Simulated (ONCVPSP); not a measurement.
## lead (Pb): one change to an ONCV potential, before and after

ONCVPSP 4.0.1 input, shortened (lines: element, Z, core and valence counts, functional; n l f; lmax; l rc ep ncon nbas qcut; lloc lpopt rc5 dvloc0; l nproj debl; icmod fcfact rcfact), LDA (Perdew-Zunger), fully relativistic:

```
  Pb 82.00   10    5        3      upf
    1    0    2.00
    2    0    2.00
    2    1    6.00
    3    0    2.00
    3    1    6.00
    3    2   10.00
    4    0    2.00
    4    1    6.00
    4    2   10.00
    4    3   14.00
    5    0    2.00
    5    1    6.00
    5    2   10.00
    6    0    2.00
    6    1    1.50
    2
    0    1.10    0.00    3    7    9.30
    1    1.65    0.00    4    7   10.20
    2    1.80    0.00    4    9    9.20
    4    5    1.05    0.00
    0    2    2.40
    1    2    2.50
    2    2    1.30
    1    0.25    0.00
```

Open shells are filled in proportion to 2j + 1.

All-electron outer shells of the reference configuration (LDA (Perdew-Zunger), scalar-relativistic, ld1.x):

| shell | level (eV) | outermost node (bohr) | outermost maximum (bohr) |
| --- | --- | --- | --- |
| 4d | -405.63 | 0.19 | 0.39 |
| 5s | -148.11 | 0.45 | 0.78 |
| 4f | -136.94 | – | 0.35 |
| 5p | -89.64 | 0.49 | 0.88 |
| 5d | -24.96 | 0.52 | 1.07 |
| 6s | -15.80 | 1.01 | 1.95 |
| 6p | -6.79 | 1.18 | 2.57 |

Change: local potential polynomial inside 0.70 bohr (lpopt 5, dvloc0 0 Ha).

Cutoffs: the cutoffs (Ha) at which the residual kinetic energy of the hardest occupied pseudo-wave falls to 1 and 0.1 mHa per electron; they do not see the model core or the augmentation charge, which bear on the density cutoff. Errors are all-electron minus pseudo energies relative to the spin-unpolarised reference configuration.

**Question.** What does the change do?

**Answer.** The potential gets neither clearly harder nor softer (38 Ha and 53 Ha → 38 Ha and 53 Ha); a bound ghost appears in s, which as a rule spoils a file; the lowest positive-energy flag moves from s at 203.6 eV to p3/2 at 7.3 eV; of the 4 tests that both files solve, the error grows in 1 and shrinks in 1 by more than 15 % and 0.3 meV (median size 0.1 → 0.2 meV); the range in which the p1/2 phases agree narrows (upper end at the end of the scan → 2.9). In the separable form a ghost depends on how the local part lies against the semilocal potential of the channel, so the choice of the local part can create or remove one.

| quantity | base | changed |
| --- | --- | --- |
| cutoff, loose | 38 Ha | 38 Ha |
| cutoff, tight | 53 Ha | 53 Ha |
| bound ghosts | none | s |
| GHOST(+) flags under 300 eV | s at 203.6 eV | p3/2 at 7.3 eV, p1/2 at 84.9 eV |
| error for 5s2 5p6 5d10 6s2 6p2, meV [ΔE -2.67 eV] | -0.1 | -0.1 |
| error for 5s2 5p6 5d10 6s2 6p1, meV [ΔE 4.29 eV] | +0.1 | +0.1 |
| error for 5s2 5p6 5d10 6s2 6p0, meV [ΔE 18.21 eV] | -0.1 | -0.4 |
| error for 5s1 5p6 5d10 6s2 6p2, meV [ΔE 149.22 eV] | -55 | -26 |
| s: phases at 1.12 bohr within 0.05 rad from the reference energy up to (Ha; the scan ends near 5) | to the end of the scan | to the end of the scan |
| p3/2: phases at 1.67 bohr within 0.05 rad from the reference energy up to (Ha; the scan ends near 5) | to the end of the scan | to the end of the scan |
| p1/2: phases at 1.67 bohr within 0.05 rad from the reference energy up to (Ha; the scan ends near 5) | to the end of the scan | 2.9 |
| d5/2: phases at 1.83 bohr within 0.05 rad from the reference energy up to (Ha; the scan ends near 5) | to the end of the scan | to the end of the scan |
| d3/2: phases at 1.83 bohr within 0.05 rad from the reference energy up to (Ha; the scan ends near 5) | to the end of the scan | to the end of the scan |
| rms error of d²Exc/dni dnj with the model core, mHa | 2.81 | 2.81 |

 A true bound ghost makes a file unfit for plane-wave use even where its test errors are small: the radial tests pick states by their node count and pass the ghost by.
